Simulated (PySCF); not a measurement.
## A small calculation by hand: chemical shift, span and skew from a shielding tensor

CH2Cl3FSi, SMILES FC[Si](Cl)(Cl)Cl. Atoms are numbered in the order given.

```xyz
8

F      2.4294    -0.9746     0.0000
C      1.1396    -1.4695     0.0000
Si    -0.1060    -0.0533     0.0000
Cl     0.1351     1.1113     1.6749
Cl     0.1351     1.1113    -1.6749
Cl    -1.9865    -0.8970     0.0000
H      0.9809    -2.1002     0.8934
H      0.9809    -2.1002    -0.8934
```

Geometry: B3LYP-D3(BJ)/def2-SVP. One conformer was computed; it need not be the lowest.

GIAO shieldings from PBE/pcSseg-1 (PySCF), non-relativistic, no solvent. The symmetric part of the tensor of Si3 has the principal values 281.2, 291.2, 333.5 ppm. The same nucleus in TMS has σ = 335.4 ppm at this level (PySCF, at its B3LYP-D3(BJ)/def2-TZVP geometry). Without spin–orbit terms, shifts of atoms bonded to Cl or Br come out too high.

### Question
Work out the isotropic shielding, the ²⁹Si shift against TMS, the span and the skew.

### Answer

σ(iso) = (σ11 + σ22 + σ33)/3 = 302.0 ppm. δ = σ(ref) − σ(iso) = 335.4 − (302.0) = 33.4 ppm.
Span Ω = σ33 − σ11 = 52.3 ppm. Skew κ = 3(σ(iso) − σ22)/Ω = 0.62. Tumbling in solution averages the tensor to δ; in a static solid the shielding alone would spread this spin-1/2 line over Ω.
